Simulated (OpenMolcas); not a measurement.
Cu³⁺: the spin-orbit constant, worked from levels

```json
{
 "Program": "OpenMolcas",
 "Basis": "ANO-RCC-VTZP [6s5p3d2f1g]",
 "Scalar Hamiltonian": "DKH2, point nucleus",
 "Active space": "8 electrons in 5 orbitals (3d)",
 "State averaging": "2S+1 = 3 even, 10 roots; 2S+1 = 1 even, 15 roots",
 "Spin-orbit coupling": "state interaction with AMFI integrals over the reference wave functions, term energies averaged over their components"
}
```

Methods: CASSCF; SS-CASPT2, IPEA 0.25 Eh, imaginary shift 0.1 Eh (closed shells correlated: 3s 3p). Measured levels: Sugar and Musgrove, J. Phys. Chem. Ref. Data 19, 527 (1990).

**The spin-orbit constant.** For the Hund term 3F of d8, E(J) = (A/2) J(J+1) + constant and ζ = -2S·A = -2A. From J = 2 to J = 4 the energy changes by 7 A.

| Source | E(4) - E(2) | A | ζ |
| --- | --- | --- | --- |
| CASSCF | -3051.3 | -435.9 | 872 |
| SS-CASPT2 | -3020.9 | -431.6 | 863 |
| measured | -3077.6 | -439.7 | 879 |

All in cm-1. SS-CASPT2 is off by -1.8 % and CASSCF by -0.9 %. Both methods take the spin-orbit matrix elements from the reference wave functions, so the second can move ζ only through the term energies and any multistate remixing. Second-order mixing with other terms is absorbed into this ζ.

CASPT2 breaks the degeneracy within a term, and the mean is taken; among the terms shown or strongly mixed into the levels shown the widest spread is 620 cm-1 (3d8 3F, SS-CASPT2). Without dynamic correlation excited terms often stand tens of per cent too high (terms of higher spin than the ground term too low), and those without a measured partner can miss by more than the paired ones (holds for CASSCF). Computed and measured levels are paired by configuration, term and J; levels that our copy of the source lacks, or whose pairing is in doubt (as where it misses far off the trend of its configuration), stay unpaired and out of the deviations. Levels of configurations outside the active space are missing.
